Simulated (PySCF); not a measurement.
## Worked example: entropy of an ideal gas

Se(Cl)2 cation (Cl₂Se), SMILES Cl[Se]Cl (connectivity only; charge and spin as stated), charge +1, multiplicity 2.

The structure is a stationary point at TPSSh-D3(BJ)/def2-TZVP. The spin state was assumed, not searched. The isomer is the one that the SMILES or the coordinates give; other isomers of the formula were not compared.

TPSSh-D3(BJ)/def2-TZVP (PySCF) gives the harmonic wavenumbers 176, 462, 473 cm⁻¹ and the rotational temperatures 0.4006, 0.1258, 0.0957 K. The molar mass is 149.87 g/mol, the symmetry number 2, the spin multiplicity 2.

**Question.** Work out the entropy at 298.15 K and 1 atm in the rigid-rotor, harmonic-oscillator model.

**Answer.** 
Translation (Sackur–Tetrode at 1 atm): S = R[1.5 ln M + 2.5 ln T − 1.16487] = 171.2 J/(mol K).
Rotation: q = (√π/σ) T^1.5/√(θA θB θC) = 65700, S = R[ln q + 3/2] = 104.7 J/(mol K).
Vibration: with u = 1.4388 ν/T, each mode gives R[u/(e^u − 1) − ln(1 − e^−u)]:
```
ν (cm⁻¹)  modes     u  S (J/(mol K))
--------  -----  ----  -------------
176           1  0.85           9.92
462           1  2.23           3.18
473           1  2.28           3.05
```
These are all the modes. Sum 16.1 J/(mol K).
Spin: R ln 2 = 5.8 J/(mol K).
Total 297.8 J/(mol K); the program's own thermochemistry gives 297.8. Translation makes up 57 % and vibration 5 %. Anharmonicity, hindered rotation and orbital degeneracy are left out.
